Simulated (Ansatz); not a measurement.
Cost and result up the ladder for (H2Ga-mu-OH)2 (Ga₂O₂H₆) (10 atoms). Charge 0, multiplicity 1. Geometry: PBE-D4/def2-SVP.

Cartesian coordinates in Å:
```
Ga 1.164 0.300 0.961
H 2.350 -0.739 0.963
H 1.028 1.612 1.826
O 0.562 0.640 -0.881
Ga -1.165 -0.299 -0.961
H -2.349 0.742 -0.960
H -1.032 -1.610 -1.827
O -0.562 -0.640 0.881
H 1.008 1.143 -1.578
H -1.005 -1.149 1.576
```

Ansatz on 2 threads of Arm Neoverse V2 on a shared host. Times are rough, and most runs start from the orbitals of an earlier one. ωB97M-V/def2-TZVP serves as the yardstick here, not as an exact answer. Differences are given only for rows in sets of like size (and for xTB, whose basis is part of the method), since another set adds its own error. Binding counts from free atoms at the same level (Ga doublet, H doublet, O triplet; other spins of the atoms weren't run), without zero-point energy or a counterpoise term.

Correlated methods freeze 20 core orbitals; core or outer-core shells of Ga are correlated, in sets that lack core-valence functions.

Correlated methods converge slowly with the basis.

| level | functions | binding energy per atom (eV) | difference from ωB97M-V/def2-TZVP (eV) |
| --- | --- | --- | --- |
| CCSD(T)/def2-TZVP | 194 | 3.00 | -0.06 |
| r2SCAN-D4/def2-TZVP | 194 | 3.08 | 0.02 |
| B97M-V/def2-TZVP | 194 | 3.08 | 0.02 |
| PBE-D4/def2-SVP | 122 | 3.07 | – |
| PBE-D4/def2-TZVPD | 242 | 3.04 | -0.02 |
| r2SCAN-D4/def2-TZVPD | 242 | 3.08 | 0.02 |
| LDA (SPW92)/def2-TZVP | 194 | 3.50 | 0.44 |
| PBE0-D4/def2-SVP | 122 | 3.03 | – |
| r2SCANh-D4/def2-TZVP | 194 | 3.05 | 0.00 |
| ωB97M-V/def2-TZVP | 194 | 3.06 | 0.00 |
| PBE0-D4/def2-TZVP | 194 | 3.00 | -0.06 |
| PBE0-D4/def2-TZVPD | 242 | 3.00 | -0.06 |
| PBE-D4/def2-TZVP (with forces) | 194 | 3.04 | -0.02 |
| r2SCAN0-D4/def2-TZVP | 194 | 3.02 | -0.04 |

(1) Estimate how long each takes.

## Answers

(1) LDA (SPW92)/def2-TZVP 1.8 s; PBE-D4/def2-SVP 1.9 s; PBE0-D4/def2-SVP 2.9 s; PBE-D4/def2-TZVP (with forces) 3.9 s; PBE0-D4/def2-TZVP 5.5 s; PBE-D4/def2-TZVPD 5.5 s; r2SCAN-D4/def2-TZVP 7 s; PBE0-D4/def2-TZVPD 8.5 s; r2SCANh-D4/def2-TZVP 9 s; r2SCAN0-D4/def2-TZVP 9.5 s; r2SCAN-D4/def2-TZVPD 12 s; B97M-V/def2-TZVP 14 s; ωB97M-V/def2-TZVP 17 s; CCSD(T)/def2-TZVP 2.8 min. On shared hardware such times vary by a factor of up to 3.
